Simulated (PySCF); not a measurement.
Si(Cl)(Me)2(NH2) (C₂H₈ClNSi), SMILES C[Si](C)(N)Cl. The structure is a stationary point at PBE-D3(BJ)/def2-SVP. The values are those of a single conformer.

Calculation: PBE-D3(BJ)/def2-SVP in PySCF.

Harmonic wavenumbers (cm⁻¹): 140, 151, 166, 167, 225, 232, 245, 295, 462, 494, 643, 672, 706, 751, 768, 817, 876, 882, 1218, 1222, 1374, 1378, 1382, 1388, 1502, 2979, 2980, 3079, 3080, 3085, 3086, 3472, 3563. Rotational constants (GHz): 3.223, 2.190, 2.094; symmetry number 1.

Q: Work out the zero-point energy and the ideal-gas rigid-rotor harmonic-oscillator thermochemistry at 298.15 K and 1 atm.

A: ZPE = ½ Σ hcν = ½ × 43485 cm⁻¹ = 62.16 kcal/mol. H − E(el) = 68.16 kcal/mol. Entropy in cal/(mol K): translation 39.99, rotation 27.48, vibration 20.99, total 88.46. G − E(el) = 41.79 kcal/mol. Cp = 31.85 cal/(mol K). Modes under 150 cm⁻¹ make the vibrational entropy uncertain.
